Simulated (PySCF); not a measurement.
Spin states of SrI

Unrestricted PBE0; basis Sr def2-TZVPP with ECP28, I def2-TZVPP with ECP28; scalar-relativistic core potentials; PySCF 2.14. Outer shells of the fragments: Sr 5s2; I 4d10 5s2 5p5.

Followed along the bond (rough minima from three points):

```csv
2Ms+1,unpaired,⟨S²⟩ at the start,R at minimum (Å),Te (eV)
2,σ ↑,0.75,2.99,0.00
2,π ↑,0.75,2.96,1.56
4,"σ ↑, π ↑↑",3.75,none in the scan,≤ 4.81
```

Solutions found at the starting distance of 3.020 Å, counted from the lowest of them; the search is not exhaustive and high or unbound solutions are not listed, so other states can lie among these:

| 2Ms+1 | unpaired | term | E (eV) | ⟨S²⟩ | ⟨Lz²⟩ | μ (D) |
| --- | --- | --- | --- | --- | --- | --- |
| 2 | σ ↑ | ²Σ⁺ | 0.00 | 0.75 | 0.00 | -5.37 |
| 2 | π ↑ | ²Π | 1.57 | 0.75 | 1.00 | -4.24 |
| 2 | δ ↑ | ²Δ | 1.83 | 0.75 | 4.00 | -9.08 |
| 4 | σ ↑, π ↑↑ | mixed | 5.05 | 3.75 | 2.03 | 1.73 |
| 4 | σ ↑↑, π ↑ | mixed | 5.15 | 3.75 | 2.01 | 5.13 |
| 4 | σ ↑, π ↑↑ | mixed | 5.16 | 3.75 | 2.01 | 3.86 |
| 4 | σ ↑, π ↑, δ ↑ | mixed | 5.28 | 3.75 | 5.01 | 2.62 |
| 4 | σ ↑, π ↑, δ ↑ | mixed | 5.29 | 3.75 | 4.84 | 2.79 |

A term symbol is given only where ⟨S²⟩ and ⟨Lz²⟩ are close to those of a pure state; real π, δ and φ orbitals otherwise mix terms. A positive dipole means Sr(−)I(+).

Spin–orbit coupling is left out. Counting both spins, an empty level lies below a filled one in some of these solutions, because spin and occupation are held.
